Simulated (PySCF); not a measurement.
H5OSi2, SMILES [SiH2]O[SiH3], multiplicity 2. The structure is a stationary point at B3LYP-D3(BJ)/def2-TZVP. The isomer is the one that the SMILES or the coordinates give; other isomers of the formula were not compared.

Computed equilibrium geometry at B3LYP-D3(BJ)/def2-TZVP (PySCF confirms it by a frequency run) as a Z-matrix:
```
O
Si 1 1.6406
Si 1 1.6413 2 148.87
H 3 1.4778 1 108.19 2 166.26
H 3 1.4805 4 109.75 1 -119.79
H 3 1.4815 4 109.79 5 -120.09
H 2 1.4873 1 107.84 3 -168.94
H 2 1.4915 7 110.26 1 -119.74
```
Charge 0, spin multiplicity 2.
